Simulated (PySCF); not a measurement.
## Computed vibrations of [Eu(NH3)3]3+

[Eu(NH3)3]3+ (singlet in the valence; each metal's 4f electrons, 6 of them, lie in its core potential, out of spins and levels). PySCF 2.14.0, RKS PBE, Eu lcecp-1-SVP with ECP52, N def2-SVP, H def2-SVP; non-relativistic Hamiltonian with scalar-relativistic core potentials where named; density fitting; no spin-orbit coupling. Central differences of gradients.

```xyz
13

Eu    0.0000    0.0000   -0.2039
N     2.3164   -0.0011    0.5864
H     2.5398   -0.6418    1.3820
H     3.0222   -0.2794   -0.1352
H     2.6835    0.9190    0.9211
N    -1.1572    2.0066    0.5864
H    -0.7141    2.5204    1.3820
H    -1.2692    2.7570   -0.1352
H    -2.1376    1.8644    0.9211
N    -1.1592   -2.0055    0.5864
H    -1.8257   -1.8786    1.3820
H    -1.7531   -2.4776   -0.1352
H    -0.5458   -2.7835    0.9211
```

Run from Python with OMP_NUM_THREADS=2. Where DIIS fails, smearing, a level shift and second-order steps follow.
It took 2.3 min on 2 threads of Arm Neoverse V2 (shared host).

Q: What are the harmonic wavenumbers and infrared intensities?

A: Modes are labelled in C3; negative numbers are unstable modes, those under 60 cm⁻¹ near the noise; a finer grid moves soft modes by up to 10 cm⁻¹.
| cm⁻¹ | km/mol | symmetry |
| --- | --- | --- |
| -43 | – | e |
| -43 | – | e |
| -41 | – | a |
| 56 | 12.5 | a |
| 78 | 5.4 | e |
| 78 | 5.4 | e |
| 346 | 0.1 | a |
| 349 | 6.7 | e |
| 349 | 6.7 | e |
| 608 | 0.6 | a |
| 624 | 31.6 | e |
| 624 | 31.6 | e |
| 654 | 157.2 | a |
| 655 | 62.9 | e |
| 655 | 62.9 | e |
| 1362 | 147.3 | e |
| 1362 | 147.3 | e |
| 1367 | 27.8 | a |
| 1554 | 71.3 | a |
| 1556 | 56.5 | e |
| 1556 | 56.5 | e |
| 1559 | 18.7 | e |
| 1559 | 18.7 | e |
| 1560 | 56.9 | a |
| 3238 | 353.2 | e |
| 3238 | 353.2 | e |
| 3247 | 10.4 | a |
| 3302 | 29.5 | e |
| 3302 | 29.5 | e |
| 3303 | 384.0 | a |
| 3312 | 45.8 | a |
| 3314 | 198.0 | e |
| 3314 | 198.0 | e |

Q: Is this a minimum?

A: Probably not: 3 unstable, though so soft as to be near the noise; the lowest moves the atoms so:
```
Eu   0.00  0.00  0.00
N    0.01  0.01 -0.02
H   -0.01  0.09  0.05
H   -0.01 -0.10  0.00
H    0.04  0.03 -0.13
N    0.01  0.00  0.02
H   -0.16 -0.19  0.24
H    0.31  0.14  0.12
H   -0.10  0.06 -0.29
N    0.01  0.00  0.01
H   -0.33  0.08 -0.29
H    0.36 -0.26 -0.12
H   -0.01  0.16  0.42
```

An lcecp potential fixes the number of 4f electrons, so in runs with it no electron can move into or out of that shell.
